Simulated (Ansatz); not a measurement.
Geometry optimisation, Ansatz 0.2.0, RKS B3LYP/def2-mTZVP.

The input (input.yaml):

```yaml
crystal:
  periodic: [false, false, false]
  atoms:
    - { symbol: Si, position_ang: [0.0, 0.0, 0.0] }
    - { symbol: Cl, position_ang: [0.0, 0.0, 2.13] }
    - { symbol: "N", position_ang: [1.7163, 0.0, -0.6061] }
    - { symbol: H, position_ang: [2.2145, -0.918, -0.7868] }
    - { symbol: H, position_ang: [2.2175, 0.918, -0.7783] }
    - { symbol: "N", position_ang: [-0.8572, 1.4851, -0.6061] }
    - { symbol: H, position_ang: [-1.8773, 1.43, -0.8888] }
    - { symbol: H, position_ang: [-0.3367, 2.4058, -0.6766] }
    - { symbol: "N", position_ang: [-0.8572, -1.4851, -0.6061] }
    - { symbol: H, position_ang: [-1.3922, -2.1014, 0.0704] }
    - { symbol: H, position_ang: [-0.8219, -1.7344, -1.6357] }
basis:
  gaussian: { orbitals: def2-mTZVP }
hamiltonian:
  xc: b3lyp
relax:
  f_tol: 0.02
  max_steps: 40
```

Launched with:

```bash
$ ansatz run input.yaml --threads 4 --pin off --max-ram 5120MiB --backend cpu --events-out ev --progress --plain --runs-dir out
```

Question: Where does it end, and by what steps?

Answer: It converged. After 10 steps the energy has fallen by 1.084 eV; H4 moved furthest, 0.67 Å.

| step | energy less start (eV) | largest force component (eV/Å) | accepted |
| --- | --- | --- | --- |
| 0 | 0.0000 | 2.266 | yes |
| 1 | -0.7882 | 1.709 | yes |
| 2 | -1.0044 | 1.158 | yes |
| 3 | -1.0335 | 0.721 | yes |
| 4 | -1.0590 | 0.101 | yes |
| 5 | -1.0612 | 0.052 | yes |
| 6 | -1.0758 | 0.231 | yes |
| 7 | -1.0707 | 0.271 | no |
| 8 | -1.0829 | 0.042 | yes |
| 9 | -1.0782 | 0.125 | no |
| 10 | -1.0839 | 0.015 | yes |

```xyz
11
Properties=species:S:1:pos:R:3
Si -0.008 -0.026 -0.136
Cl -0.013 -0.195 1.977
N 1.609 -0.037 -0.694
H 2.341 -0.560 -0.238
H 1.968 0.728 -1.246
N -0.701 1.438 -0.695
H -1.701 1.459 -0.846
H -0.365 2.335 -0.370
N -0.967 -1.352 -0.643
H -1.395 -1.975 0.025
H -0.763 -1.816 -1.517
```

Whether the end is a true minimum wasn't checked by a vibrational analysis.

The run took 31 s on 4 threads of Arm Neoverse V1 (shared host), peak memory 0.27 GiB.
